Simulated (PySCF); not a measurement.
**Working out the ionisation energy of C⁺**

C⁺ [He] 2s2 2p1 (2P) → C²⁺ [He] 2s2 (1S). All numbers are calculated (PySCF 2.14, scalar relativity by spin-free X2C-1e, in aug-cc-pVQZ-DK (6s5p4d3f2g, 80 functions)). Frozen: 1s2. Energies in hartree (1 hartree = 27.21139 eV):

```csv
part,C⁺ (lower),C²⁺ (upper)
UHF,-37.311622,-36.423548
CCSD correlation,-0.077231,-0.074572
(T),-0.001272,0.000000
```

**Question.** What does Hartree-Fock give?

**Answer.** (-36.423548) − (-37.311622) = 0.888074 hartree = 24.166 eV.

**Question.** What do CCSD and CCSD(T) give?

**Answer.** The CCSD correlation energies differ by 0.002659 hartree = 0.072 eV and the triples by 0.001272 hartree = 0.035 eV, so CCSD gives 24.238 eV and CCSD(T) 24.273 eV.

Measured between the centres of the two terms (NIST): 24.378 eV, so CCSD(T) (valence) is off by -0.105 eV.

The coupled-cluster amplitudes are large, so a single reference is strained.

What remains against the reference includes basis incompleteness, the frozen core and higher excitations.
